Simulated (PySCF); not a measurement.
Ga2(mu-F)2(F)4, F6Ga2, singlet, CAM-B3LYP/def2-SVP optimised geometry.

```
8

Ga    -0.35    -0.38     0.00
Ga    -1.67     1.53     1.78
F     -1.01    -0.25     1.78
F     -1.37    -1.40    -0.94
F      1.37    -0.38     0.00
F     -1.01     1.40     0.00
F     -3.39     1.53     1.78
F     -0.65     2.55     2.72
```

Density from CAM-B3LYP/def2-TZVP (PySCF) at that geometry.

Minimum of the electron density along straight lines between bonded atoms, close to the bond critical point (lines longer than 1.1 times the sum of covalent radii, or with two minima, are not listed):

```json
[
 {"bond": "Ga1–F3", "length / Å": "1.902", "ρ at the minimum / e bohr⁻³": "0.089", "∇²ρ there / e bohr⁻⁵": "0.51", "position (fraction from the first atom)": "0.48"},
 {"bond": "Ga2–F3", "length / Å": "1.902", "ρ at the minimum / e bohr⁻³": "0.089", "∇²ρ there / e bohr⁻⁵": "0.51", "position (fraction from the first atom)": "0.48"},
 {"bond": "Ga1–F4", "length / Å": "1.720", "ρ at the minimum / e bohr⁻³": "0.145", "∇²ρ there / e bohr⁻⁵": "0.94", "position (fraction from the first atom)": "0.49"},
 {"bond": "Ga1–F5", "length / Å": "1.720", "ρ at the minimum / e bohr⁻³": "0.145", "∇²ρ there / e bohr⁻⁵": "0.94", "position (fraction from the first atom)": "0.49"},
 {"bond": "Ga1–F6", "length / Å": "1.902", "ρ at the minimum / e bohr⁻³": "0.089", "∇²ρ there / e bohr⁻⁵": "0.51", "position (fraction from the first atom)": "0.48"},
 {"bond": "Ga2–F6", "length / Å": "1.902", "ρ at the minimum / e bohr⁻³": "0.089", "∇²ρ there / e bohr⁻⁵": "0.51", "position (fraction from the first atom)": "0.48"},
 {"bond": "Ga2–F7", "length / Å": "1.720", "ρ at the minimum / e bohr⁻³": "0.145", "∇²ρ there / e bohr⁻⁵": "0.94", "position (fraction from the first atom)": "0.49"},
 {"bond": "Ga2–F8", "length / Å": "1.720", "ρ at the minimum / e bohr⁻³": "0.145", "∇²ρ there / e bohr⁻⁵": "0.94", "position (fraction from the first atom)": "0.49"}
]
```
